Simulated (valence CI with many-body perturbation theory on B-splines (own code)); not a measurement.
Pb I: electric-dipole lines

Computed by valence CI with perturbative core correlation (CI+MBPT): four valence electrons over a frozen Dirac-Fock core [Xe] 4f14 5d10, radial functions for each j: 11 s, 11 p, 9 d, 7 f, 5 g, 2 h, 1 i, with the one-electron correlation potential Σ1, the two-electron term Σ2, the three-electron term Σ3, Breit, model QED; selected CI, second order for the rest, scaled by the run's own slope (own B-spline code, finite nucleus).

Set against measurement, 21 paired levels are off by 151 cm⁻¹ on average, the worst by 460. These come from a selection out of the NIST Handbook of Basic Atomic Spectroscopic Data. Levels without a partner in it may be off by more.

Lines 1 to 50 of 148 in falling wavelength, among levels below 54729 cm⁻¹, chosen from the strongest by gf and those to the six lowest levels. Wavelengths and rates use the calculated energies, so an error of 200 cm⁻¹ moves a line at 3932 nm by 7.9 % and its rate by three times that or more. Electric multipoles are in the length gauge, E1 and E2 with the static RPA response of the core. Weak lines are less certain than strong ones. Lines between different terms over intervals too small for the method are left out, as are lines whose strength nearly cancels and 5 of this kind that miss the measured wavelength by over 7 %. The highest levels of a list are the least certain.

Levels are named by their leading jj configuration (3d3/2^4 stands for four electrons in 3d with j = 3/2), which in mixed levels can hold well under half, so a name can repeat and another be missing.

```tsv
λ vac (nm)	λ from measured levels	Upper	Lower	A (s⁻¹)	S (a.u.) with core polarisation	S without
4861		(6s^2 6p1/2 9p1/2) J=1	(6s^2 6p1/2 7d3/2) J=1	4.87e+04	8.28e+00	8.27e+00
4533		(6s^2 6p1/2 9s) J=0	(6s^2 6p1/2 8p1/2) J=1	1.12e+06	5.14e+01	5.14e+01
4470		(6s^2 6p1/2 9s) J=1	(6s^2 6p1/2 8p1/2) J=1	9.20e+05	1.22e+02	1.22e+02
4412		(6s^2 6p1/2 9p1/2) J=0	(6s^2 6p1/2 7d3/2) J=1	6.59e+05	2.79e+01	2.79e+01
4396		(6s^2 6p1/2 9p1/2) J=1	(6s^2 6p1/2 7d5/2) J=2	7.53e+03	9.48e-01	9.47e-01
4057		(6s^2 6p1/2 8p1/2) J=1	(6s^2 6p3/2 7s) J=2	3.44e+02	3.40e-02	3.38e-02
4031		(6s^2 6p1/2 9p1/2) J=1	(6s^2 6p1/2 7d3/2) J=2	3.58e+05	3.47e+01	3.46e+01
3960		(6s^2 6p1/2 8p1/2) J=1	(6s^2 6p1/2 8s) J=1	1.51e+06	1.39e+02	1.39e+02
3932	3961	(6s^2 6p1/2 6d3/2) J=2	(6s^2 6p1/2 7p1/2) J=1	7.51e+05	1.13e+02	1.13e+02
3928		(6s^2 6p1/2 8p1/2) J=1	(6s^2 6p1/2 8s) J=0	7.71e+05	6.92e+01	6.93e+01
3339		(5f5/2 6s^2 6p1/2) J=2	(6s^2 6p3/2 7s) J=1	4.66e+05	4.28e+01	4.28e+01
3319		(6s^2 6p1/2 8p1/2) J=0	(6s^2 6p1/2 8s) J=1	3.47e+06	6.27e+01	6.27e+01
3262		(6s^2 6p1/2 8p3/2) J=1	(6s^2 6p3/2 7s) J=2	1.73e+04	8.88e-01	8.81e-01
3234		(6s^2 6p1/2 8p3/2) J=2	(6s^2 6p3/2 7s) J=2	7.30e+01	6.09e-03	5.65e-03
3200		(6s^2 6p1/2 8p3/2) J=1	(6s^2 6p1/2 8s) J=1	1.10e+06	5.33e+01	5.33e+01
3179		(6s^2 6p1/2 8p3/2) J=1	(6s^2 6p1/2 8s) J=0	2.54e+06	1.21e+02	1.21e+02
3172		(6s^2 6p1/2 8p3/2) J=2	(6s^2 6p1/2 8s) J=1	3.63e+06	2.86e+02	2.86e+02
3163	3182	(6s^2 6p1/2 6d5/2) J=2	(6s^2 6p1/2 7p1/2) J=1	1.58e+04	1.23e+00	1.24e+00
3089	3175	(6s^2 6p1/2 6d3/2) J=1	(6s^2 6p1/2 7p1/2) J=1	4.78e+05	2.09e+01	2.09e+01
2616	2579	(6s^2 6p1/2 8s) J=1	(6s^2 6p1/2 7p3/2) J=2	4.23e+06	1.12e+02	1.12e+02
2543		(6s^2 6p1/2 8s) J=0	(6s^2 6p1/2 7p3/2) J=1	5.71e+06	4.63e+01	4.63e+01
2530	2493	(6s^2 6p1/2 8s) J=1	(6s^2 6p1/2 7p3/2) J=1	8.74e+05	2.10e+01	2.09e+01
2440		(5f7/2 6s^2 6p1/2) J=3	(6s^2 6p3/2 7s) J=2	9.28e+04	4.65e+00	4.66e+00
2435		(5f5/2 6s^2 6p1/2) J=2	(6s^2 6p3/2 7s) J=2	5.44e+03	1.94e-01	1.93e-01
2433		(5f5/2 6s^2 6p1/2) J=3	(6s^2 6p3/2 7s) J=2	3.03e+03	1.51e-01	1.51e-01
2400		(5f5/2 6s^2 6p1/2) J=2	(6s^2 6p1/2 8s) J=1	1.89e+04	6.45e-01	6.45e-01
2378	2333	(6s^2 6p1/2 8s) J=1	(6s^2 6p1/2 7p1/2) J=0	1.06e+06	2.10e+01	2.10e+01
2115		(6s^2 6p1/2 9p1/2) J=1	(6s^2 6p3/2 7s) J=1	7.76e+02	1.09e-02	1.09e-02
2026		(6s^2 6p1/2 9p1/2) J=0	(6s^2 6p3/2 7s) J=1	8.23e+04	3.38e-01	3.36e-01
1995		(6s^2 6p1/2 8p1/2) J=1	(6s^2 6p1/2 6d3/2) J=1	2.03e+05	2.39e+00	2.38e+00
1965		(6s^2 6p1/2 8p1/2) J=1	(6s^2 6p1/2 6d5/2) J=2	1.40e+04	1.57e-01	1.57e-01
1860	1985	(6s^2 6p3/2 7s) J=1	(6s^2 6p1/2 7p1/2) J=0	3.85e+05	3.67e+00	3.70e+00
1836		(6s^2 6p1/2 8p3/2) J=2	(6s^2 6p1/2 6d5/2) J=3	8.64e+05	1.32e+01	1.32e+01
1818		(6s^2 6p1/2 8p1/2) J=0	(6s^2 6p1/2 6d3/2) J=1	1.21e+06	3.59e+00	3.59e+00
1782		(6s^2 6p1/2 8p3/2) J=1	(6s^2 6p1/2 6d3/2) J=1	3.87e+04	3.24e-01	3.24e-01
1773		(6s^2 6p1/2 8p3/2) J=2	(6s^2 6p1/2 6d3/2) J=1	6.37e+02	8.77e-03	8.91e-03
1763	1718	(6s^2 6p1/2 7s) J=1	(6s^2 6p3/2^2) J=0	6.69e+03	5.43e-02	5.52e-02
1758		(6s^2 6p1/2 8p3/2) J=1	(6s^2 6p1/2 6d5/2) J=2	8.65e+05	6.96e+00	6.95e+00
1753		(6s^2 6p1/2 8s) J=0	(6s^2 6p1/2 7p1/2) J=1	4.57e+06	1.21e+01	1.21e+01
1753		(6s^2 6p1/2 8p1/2) J=1	(6s^2 6p1/2 6d3/2) J=2	1.19e+06	9.45e+00	9.42e+00
1750		(6s^2 6p1/2 8p3/2) J=2	(6s^2 6p1/2 6d5/2) J=2	5.81e+04	7.68e-01	7.68e-01
1747	1734	(6s^2 6p1/2 8s) J=1	(6s^2 6p1/2 7p1/2) J=1	2.93e+06	2.31e+01	2.31e+01
1713		(6s^2 6p1/2 9p1/2) J=1	(6s^2 6p3/2 7s) J=2	1.18e+03	8.75e-03	8.72e-03
1695		(6s^2 6p1/2 9p1/2) J=1	(6s^2 6p1/2 8s) J=1	1.63e+05	1.18e+00	1.19e+00
1689		(6s^2 6p1/2 9p1/2) J=1	(6s^2 6p1/2 8s) J=0	8.46e+04	6.04e-01	6.09e-01
1637		(6s^2 6p1/2 9p1/2) J=0	(6s^2 6p1/2 8s) J=1	8.60e+05	1.86e+00	1.87e+00
1586		(6s^2 6p1/2 8p3/2) J=1	(6s^2 6p1/2 6d3/2) J=2	9.63e+02	5.69e-03	5.65e-03
1579		(6s^2 6p1/2 8p3/2) J=2	(6s^2 6p1/2 6d3/2) J=2	8.12e+04	7.89e-01	7.88e-01
1550		(5f7/2 6s^2 6p1/2) J=3	(6s^2 6p1/2 6d5/2) J=3	1.16e+06	1.49e+01	1.49e+01
1548		(5f5/2 6s^2 6p1/2) J=2	(6s^2 6p1/2 6d5/2) J=3	8.09e+04	7.40e-01	7.42e-01
```
